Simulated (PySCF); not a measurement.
# How the method changes the constants of GaH

State: ¹Σ⁺ (singlet), closed shell. Set-up: Ga x2c-TZVPPall, H x2c-TZVPPall; spin-free X2C with a Gaussian nucleus (PySCF 2.14). De refers to Ga + H in their high-spin ground configurations, without counterpoise correction. A positive dipole means Ga(−)H(+).

| Level | Re (Å) | ωe (cm⁻¹) | De (eV) | μ (D) | CPU s a point (SCF and correlation, without the integrals) |
| --- | --- | --- | --- | --- | --- |
| RHF | 1.671 | 1652 | 2.05 | -0.29 | 0.12 |
| RHF-MP2 | 1.646 | 1667 | 2.82 | n/a | 0.19 |
| RHF-SCS-MP2 | 1.653 | 1650 | 2.92 | n/a | n/a |
| RHF-CCSD | 1.660 | 1619 | 2.95 | n/a | n/a |
| RHF-CCSD(T) | 1.660 | 1611 | 2.97 | n/a | 2.3 |
| LDA | 1.679 | 1548 | 3.29 | -0.53 | 0.49 |
| PBE | 1.696 | 1516 | 2.89 | -0.62 | 0.7 |
| PW91 | 1.692 | 1524 | 2.91 | -0.63 | 0.51 |
| r²SCAN | 1.669 | 1590 | 2.92 | -0.46 | 1.1 |
| PBE0 | 1.678 | 1582 | 2.85 | -0.50 | 1.5 |
| HSE06 | 1.679 | 1578 | 2.86 | -0.54 | 1.3 |
| BHandHLYP | 1.668 | 1622 | 2.92 | -0.51 | 0.59 |
| M06-2X | 1.681 | 1600 | 2.86 | -0.39 | 1.1 |

Which functional lies closest to RHF-CCSD(T) in De, which farthest, and by how much do they differ from it?

Closest is r²SCAN (+0.9 pm in Re, -1.3 % in ωe, -0.05 eV in De against RHF-CCSD(T) in the same basis), farthest LDA (+1.9 pm in Re, -3.9 % in ωe, +0.32 eV in De). CCSD(T) converges more slowly with the basis than the functionals do and binds too weakly in this one, so the order can change at the basis-set limit.

What does a quarter of exact exchange do here, going from PBE to PBE0?

PBE0 less PBE: -1.8 pm in Re, +4.4 % in ωe, -0.04 eV in De. Exact exchange removes part of the self-interaction that spreads semilocal densities, and in most molecules shortens and stiffens the bond and lowers De; so it does here.

What does the step from GGA to meta-GGA do here, going from PBE to r²SCAN?

r²SCAN less PBE: -2.7 pm in Re, +4.9 % in ωe, +0.03 eV in De. 

Correlated steps freeze 9 core orbitals. Where the molecule has an RHF reference, its open-shell atoms are computed with UHF.

The whole job (state search and all levels along the bond) took about 2.4 min on 1 thread of Arm Neoverse V1 (shared host), peak memory 0.91 GiB.
